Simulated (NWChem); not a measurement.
System: C6H4Cl, doublet; SMILES c1ccc[c]c1Cl

NWChem input:

```
start job
memory heap 200 mb stack 900 mb global 1100 mb
geometry units angstroms noautosym nocenter noautoz
  Cl    -0.075986    -2.293294     0.000000
  C     -0.039410    -0.537406     0.000000
  C     -1.196930     0.203345     0.000000
  C     -1.255667     1.578420     0.000000
  C     -0.029918     2.264808     0.000000
  C      1.171539     1.550167     0.000000
  C      1.180096     0.152594     0.000000
  H     -2.200888     2.114349     0.000000
  H     -0.020727     3.351629     0.000000
  H      2.117395     2.084373     0.000000
  H      2.113483    -0.402707     0.000000
end
basis spherical
  * library def2-svp
end
dft
  odft
  mult 2
  xc b3lyp
  iterations 150
end
cosmo
  do_cosmo_smd true
  solvent meg
end
task dft energy
```

NWChem printed, in part:

```
             Northwest Computational Chemistry Package (NWChem) 7.3.0
             --------------------------------------------------------

                             Geometry "geometry" -> ""
                             -------------------------

 Output coordinates in angstroms (scale by  1.889725989 to convert to a.u.)

  No.       Tag          Charge          X              Y              Z
 ---- ---------------- ---------- -------------- -------------- --------------
    1 Cl                  17.0000    -0.07598600    -2.29329400     0.00000000
    2 C                    6.0000    -0.03941000    -0.53740600     0.00000000
    3 C                    6.0000    -1.19693000     0.20334500     0.00000000
    4 C                    6.0000    -1.25566700     1.57842000     0.00000000
    5 C                    6.0000    -0.02991800     2.26480800     0.00000000
    6 C                    6.0000     1.17153900     1.55016700     0.00000000
    7 C                    6.0000     1.18009600     0.15259400     0.00000000
    8 H                    1.0000    -2.20088800     2.11434900     0.00000000
    9 H                    1.0000    -0.02072700     3.35162900     0.00000000
   10 H                    1.0000     2.11739500     2.08437300     0.00000000
   11 H                    1.0000     2.11348300    -0.40270700     0.00000000

 Effective nuclear repulsion energy (a.u.)     302.2646390002

                                 NWChem DFT Module
                                 -----------------

 Summary of "ao basis" -> "ao basis" (spherical)
 ------------------------------------------------------------------------------
       Tag                 Description            Shells   Functions and Types
 ---------------- ------------------------------  ------  ---------------------
 Cl                         def2-svp                 8       18   4s3p1d
 C                          def2-svp                 6       14   3s2p1d
 H                          def2-svp                 3        5   2s1p

 in cosmo_initialize ...
 calling solv_data for solv:meg

 solvent parameters
 solvname_short: meg
 solvname_long:  1,2-ethanediol
 dielec:       40.2450
 dielecinf:     2.0501
 nonaqueous SMD model solvent descriptors
 dielec:       40.2450
 sola:          0.5800
 solb:          0.7800
 solc:          0.0000
 solg:         69.0700
 solh:          0.0000
 soln:          1.4318

          ---------------
          -cosmo- solvent
          ---------------
 Cosmo: York-Karplus, doi: 10.1021/jp992097l
 dielectric constant -eps-     =  40.24
 screen = (eps-1)/(eps    )    =   0.97515
 surface charge correction     = lagrangian

   van der Waals surface
 --------------------------

 ---------- ATOMIC COORDINATES (A.U.) ------------ VDWR(ANG.) --
     1   -0.14359272   -4.33369727    0.00000000     2.380
     2   -0.07447410   -1.01555008    0.00000000     1.850
     3   -2.26186973    0.38426633    0.00000000     1.850
     4   -2.37286656    2.98278129    0.00000000     1.850
     5   -0.05653682    4.27986654    0.00000000     1.850
     6    2.21388769    2.92939087    0.00000000     1.850
     7    2.23005808    0.28836085    0.00000000     1.850
     8   -4.15907525    3.99554025    0.00000000     1.200
     9   -0.03916835    6.33366043    0.00000000     1.200
    10    4.00129636    3.93889383    0.00000000     1.200
    11    3.99390375   -0.76100588    0.00000000     1.200
 number of segments per atom =        128
 number of   points per atom =        128
 atom (   nspa,  nppa )
 ----------------------
    1 (    104,     0 )       0
    2 (     20,     0 )       0
    3 (     54,     0 )       0
    4 (     50,     0 )       0
    5 (     44,     0 )       0
    6 (     50,     0 )       0
    7 (     42,     0 )       0
    8 (     54,     0 )       0
    9 (     48,     0 )       0
   10 (     54,     0 )       0
   11 (     50,     0 )       0
 number of -cosmo- surface points =      570
 molecular surface =    146.859 angstrom**2
 molecular volume  =    134.614 angstrom**3
 -lineq- algorithm             =   0
 -bem- low  level              =   3
 -bem- from -octahedral-
 gaussian surface charge width =   4.50000
 degree of switching           =   1.00000
 switching function tolerance  =   0.00010
 atomic radii =
 --------------
    1 17.000  2.380
    2  6.000  1.850
    3  6.000  1.850
    4  6.000  1.850
    5  6.000  1.850
    6  6.000  1.850
    7  6.000  1.850
    8  1.000  1.200
    9  1.000  1.200
   10  1.000  1.200
   11  1.000  1.200
 ...... end of -cosmo- initialization ......

 nat:                    11
 ixmem:                  6636
 calling mnsol_interface()
 G(SMD-CDS) energy (kcal/mol)  =     1.865
 SMD-CDS SASA (angstrom**2)    =   159.070

            General Information
            -------------------
          SCF calculation type: DFT
          Wavefunction type:  spin polarized.
          No. of atoms     :    11
          No. of electrons :    57
           Alpha electrons :    29
            Beta electrons :    28
          Charge           :     0
          Spin multiplicity:     2
          Use of symmetry is: off; symmetry adaption is: off
          Maximum number of iterations: 150
          AO basis - number of functions:   122
                     number of shells:    56
          Convergence on energy requested:  1.00D-06
          Convergence on density requested:  1.00D-05
          Convergence on gradient requested:  5.00D-04

              XC Information
              --------------
                         B3LYP Method XC Potential
                     Hartree-Fock (Exact) Exchange  0.200
                        Slater Exchange Functional  0.800 local
                    Becke 1988 Exchange Functional  0.720 non-local
              Lee-Yang-Parr Correlation Functional  0.810
                  VWN I RPA Correlation Functional  0.190 local

             Grid Information
             ----------------
          Grid used for XC integration:  medium
          Radial quadrature: Mura-Knowles
          Angular quadrature: Lebedev.
          Tag              B.-S. Rad. Rad. Pts. Rad. Cut. Ang. Pts.
          ---              ---------- --------- --------- ---------
          Cl                  1.00       88          13.0       590
          C                   0.70       49          11.0       434
          H                   0.35       45          12.0       434
          Grid pruning is: on
          Number of quadrature shells:   562
          Spatial weights used:  Erf1

[...]

                                COSMO-SMD solvation results
                                ---------------------------

             internal energy in gas <Psi(g)|H|Psi(g)> =      -690.860496691974
         internal energy in solvent <Psi(s)|H|Psi(s)> =      -690.859463246152
                               delta internal energy  =         0.001033445823 (    0.65 kcal/mol)
   total free energy in solvent <Psi(s)|H+V/2|Psi(s)> =      -690.865467366285
 polarization energy contribution <Psi(s)|V/2|Psi(s)> =        -0.006004120133 (   -3.77 kcal/mol)
    total free energy in solvent including G(SMD-CDS) =      -690.862495005996
                       G(SMD-CDS) energy contribution =         0.002972360289 (    1.87 kcal/mol)
     1 M fixed-concentration free energy of solvation =        -0.001998314022 (   -1.25 kcal/mol)

                    DFT Final Alpha Molecular Orbital Analysis
                    ------------------------------------------

 Vector   27  Occ=1.000000D+00  E=-2.774047D-01
              MO Center=  4.8D-02,  8.3D-01,  2.5D-09, r^2= 3.0D+00
   Bfn.  Coefficient  Atom+Function         Bfn.  Coefficient  Atom+Function
  ----- ------------  ---------------      ----- ------------  ---------------
    38      0.327740   3 C  pz               80     -0.312379   6 C  pz
    94     -0.303924   7 C  pz               52      0.269947   4 C  pz
    41      0.216659   3 C  pz               83     -0.209852   6 C  pz
    97     -0.210110   7 C  pz               55      0.179853   4 C  pz
    66     -0.042890   5 C  pz               69     -0.029243   5 C  pz

 Vector   28  Occ=1.000000D+00  E=-2.683063D-01
              MO Center= -1.1D+00,  2.4D-01, -3.8D-10, r^2= 2.4D+00
   Bfn.  Coefficient  Atom+Function         Bfn.  Coefficient  Atom+Function
  ----- ------------  ---------------      ----- ------------  ---------------
    36      0.474301   3 C  px               39      0.308504   3 C  px
    35     -0.274980   3 C  s                37      0.269043   3 C  py
    40      0.224437   3 C  py               22     -0.179360   2 C  px
    34     -0.163188   3 C  s                64      0.158023   5 C  px
    92      0.146711   7 C  px               51     -0.136020   4 C  py

 Vector   29  Occ=1.000000D+00  E=-2.592168D-01
              MO Center= -3.8D-02,  1.5D-01,  2.1D-09, r^2= 4.5D+00
   Bfn.  Coefficient  Atom+Function         Bfn.  Coefficient  Atom+Function
  ----- ------------  ---------------      ----- ------------  ---------------
    13      0.368600   1 Cl pz               66      0.315550   5 C  pz
    24     -0.302978   2 C  pz               10      0.253048   1 Cl pz
    69      0.226383   5 C  pz               94     -0.206449   7 C  pz
    27     -0.189001   2 C  pz               38     -0.166471   3 C  pz
    52      0.167137   4 C  pz                7      0.145694   1 Cl pz

 Vector   30  Occ=0.000000D+00  E=-2.813750D-02
              MO Center= -2.6D-02,  8.1D-01, -2.9D-09, r^2= 3.7D+00
   Bfn.  Coefficient  Atom+Function         Bfn.  Coefficient  Atom+Function
  ----- ------------  ---------------      ----- ------------  ---------------
    97      0.465663   7 C  pz               55      0.448092   4 C  pz
    27     -0.397807   2 C  pz               69     -0.384719   5 C  pz
    52      0.342894   4 C  pz               94      0.342303   7 C  pz
    24     -0.319228   2 C  pz               66     -0.293273   5 C  pz
    13      0.157935   1 Cl pz               10      0.075672   1 Cl pz

 Vector   31  Occ=0.000000D+00  E=-2.266020D-02
              MO Center=  9.1D-03,  8.7D-01, -2.0D-09, r^2= 3.5D+00
   Bfn.  Coefficient  Atom+Function         Bfn.  Coefficient  Atom+Function
  ----- ------------  ---------------      ----- ------------  ---------------
    83      0.502857   6 C  pz               41      0.492534   3 C  pz
    38      0.371672   3 C  pz               80      0.373324   6 C  pz
    27     -0.312315   2 C  pz               69     -0.299156   5 C  pz
    24     -0.245249   2 C  pz               66     -0.223253   5 C  pz
    55     -0.215044   4 C  pz               97     -0.192108   7 C  pz

 Vector   32  Occ=0.000000D+00  E= 4.179823D-02
              MO Center=  2.2D-01, -9.0D-01,  3.5D-09, r^2= 4.9D+00
   Bfn.  Coefficient  Atom+Function         Bfn.  Coefficient  Atom+Function
  ----- ------------  ---------------      ----- ------------  ---------------
    12      0.816593   1 Cl py               26      0.733323   2 C  py
     4      0.621596   1 Cl s                21     -0.580958   2 C  s
   119      0.574605  11 H  s                91     -0.532362   7 C  s
   114      0.470542  10 H  s                63     -0.457788   5 C  s
    23      0.421648   2 C  py               20     -0.376126   2 C  s

                     DFT Final Beta Molecular Orbital Analysis
                     -----------------------------------------

 Vector   26  Occ=1.000000D+00  E=-3.182842D-01
              MO Center= -5.2D-02, -2.0D+00, -5.4D-11, r^2= 1.9D+00
   Bfn.  Coefficient  Atom+Function         Bfn.  Coefficient  Atom+Function
  ----- ------------  ---------------      ----- ------------  ---------------
    11      0.635236   1 Cl px                8      0.467897   1 Cl px
     5      0.270555   1 Cl px               22     -0.125429   2 C  px
    49     -0.101604   4 C  s                37     -0.095847   3 C  py
    93      0.091779   7 C  py               92      0.084356   7 C  px
    25     -0.080682   2 C  px               35      0.077367   3 C  s

 Vector   27  Occ=1.000000D+00  E=-2.720952D-01
              MO Center=  1.8D-02,  8.8D-01,  2.0D-09, r^2= 3.0D+00
   Bfn.  Coefficient  Atom+Function         Bfn.  Coefficient  Atom+Function
  ----- ------------  ---------------      ----- ------------  ---------------
    52      0.330155   4 C  pz               94     -0.326230   7 C  pz
    80     -0.283025   6 C  pz               38      0.257478   3 C  pz
    55      0.230514   4 C  pz               97     -0.227454   7 C  pz
    83     -0.193885   6 C  pz               41      0.164007   3 C  pz
    13      0.060330   1 Cl pz               10      0.043064   1 Cl pz

 Vector   28  Occ=1.000000D+00  E=-2.566472D-01
              MO Center= -4.0D-02,  7.0D-02,  2.4D-09, r^2= 4.4D+00
   Bfn.  Coefficient  Atom+Function         Bfn.  Coefficient  Atom+Function
  ----- ------------  ---------------      ----- ------------  ---------------
    13      0.376200   1 Cl pz               24     -0.321535   2 C  pz
    66      0.298013   5 C  pz               10      0.256057   1 Cl pz
    38     -0.220078   3 C  pz               69      0.215349   5 C  pz
    27     -0.209493   2 C  pz               80      0.189862   6 C  pz
     7      0.147514   1 Cl pz               41     -0.139118   3 C  pz

 Vector   29  Occ=0.000000D+00  E=-1.085970D-01
              MO Center= -1.3D+00,  6.2D-02,  1.4D-10, r^2= 2.2D+00
   Bfn.  Coefficient  Atom+Function         Bfn.  Coefficient  Atom+Function
  ----- ------------  ---------------      ----- ------------  ---------------
    35      0.559211   3 C  s                36     -0.426942   3 C  px
    39     -0.283551   3 C  px               37     -0.238830   3 C  py
    63      0.225364   5 C  s                12     -0.215192   1 Cl py
    26     -0.197681   2 C  py               40     -0.197491   3 C  py
    91      0.182487   7 C  s                49     -0.163950   4 C  s

 Vector   30  Occ=0.000000D+00  E=-2.901577D-02
              MO Center=  9.2D-03,  8.1D-01, -2.7D-09, r^2= 3.7D+00
   Bfn.  Coefficient  Atom+Function         Bfn.  Coefficient  Atom+Function
  ----- ------------  ---------------      ----- ------------  ---------------
    97      0.459828   7 C  pz               55      0.425058   4 C  pz
    27     -0.412994   2 C  pz               69     -0.407246   5 C  pz
    94      0.338450   7 C  pz               24     -0.331373   2 C  pz
    52      0.326041   4 C  pz               66     -0.310695   5 C  pz
    13      0.163103   1 Cl pz               10      0.077927   1 Cl pz

 Vector   31  Occ=0.000000D+00  E=-1.249766D-02
              MO Center=  2.6D-02,  9.1D-01, -2.7D-09, r^2= 3.5D+00
   Bfn.  Coefficient  Atom+Function         Bfn.  Coefficient  Atom+Function
  ----- ------------  ---------------      ----- ------------  ---------------
    83      0.525663   6 C  pz               41      0.490366   3 C  pz
    80      0.375156   6 C  pz               38      0.372030   3 C  pz
    69     -0.313974   5 C  pz               97     -0.259942   7 C  pz
    27     -0.243277   2 C  pz               66     -0.226986   5 C  pz
    55     -0.201280   4 C  pz               24     -0.193463   2 C  pz

   alpha - beta orbital overlaps
   -----------------------------

   alpha      1      2      3      4      5      6      7      8      9     10
    beta      1      2      3      5      4      6      7      8      9     10
 overlap   1.000  1.000  0.989  0.997  0.986  0.999  0.999  1.000  1.000  1.000

   alpha     11     12     13     14     15     16     17     18     19     20
    beta     11     12     13     14     15     16     17     18     19     20
 overlap   1.000  0.997  0.997  0.967  0.967  0.988  0.985  0.992  0.998  0.996

   alpha     21     22     23     24     25     26     27     28     29     30
    beta     21     22     23     24     25     26     27     29     28     30
 overlap   0.999  0.999  0.979  0.999  0.999  0.998  0.969  0.967  0.970  0.998

[...]
```

Level: B3LYP/def2-SVP, spin-unrestricted, SMD on the gas-phase geometry. In the optimisation the excess spin sits in a' (Cs, its own frame). The geometry was optimised at B3LYP/6-31G* (spherical d), spin-unrestricted. No stability test was run on the SCF state. Solvent: ethylene glycol.
